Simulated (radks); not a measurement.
Values are calculated unless marked as measured or tabulated.
Task: The mean radii <r> (bohr) of the occupied orbitals of an atom or ion are listed with their occupations. Code: a radial shooting solver on a logarithmic mesh with Libxc functionals. Model: non-relativistic Kohn-Sham, PBE, spin-polarised, spherical densities, point nucleus.

| orbital | occ. | <r> |
|---|---|---|
| 1s up | 1 | 0.02263 |
| 1s down | 1 | 0.02263 |
| 2s up | 1 | 0.09610 |
| 2s down | 1 | 0.09610 |
| 2p up | 3 | 0.08143 |
| 2p down | 3 | 0.08143 |
| 3s up | 1 | 0.2468 |
| 3s down | 1 | 0.2467 |
| 3p up | 3 | 0.2366 |
| 3p down | 3 | 0.2365 |
| 3d up | 5 | 0.2091 |
| 3d down | 5 | 0.2090 |
| 4s up | 1 | 0.5558 |
| 4s down | 1 | 0.5559 |
| 4p up | 3 | 0.5677 |
| 4p down | 3 | 0.5679 |
| 4d up | 5 | 0.5980 |
| 4d down | 5 | 0.5986 |
| 5s up | 1 | 1.377 |
| 5s down | 1 | 1.388 |
| 5p up | 3 | 1.565 |
| 5p down | 3 | 1.581 |
| 4f up | 7 | 0.7968 |
| 4f down | 4 | 0.8200 |
| 6s up | 1 | 4.340 |
| 6s down | 1 | 4.383 |

Name the element and its charge. Open shells, if any, are filled with parallel spins first.

Result: Z = 67, holmium, charge 0: Ho in [Xe] 4f11 6s2. The 1s radius gives Z: for a bare nucleus <r> = 1.5/Z, 0.02239 bohr for Z = 67, and screening makes it slightly larger (0.02263 here). The occupations add up to 67, and the charge is Z minus that.
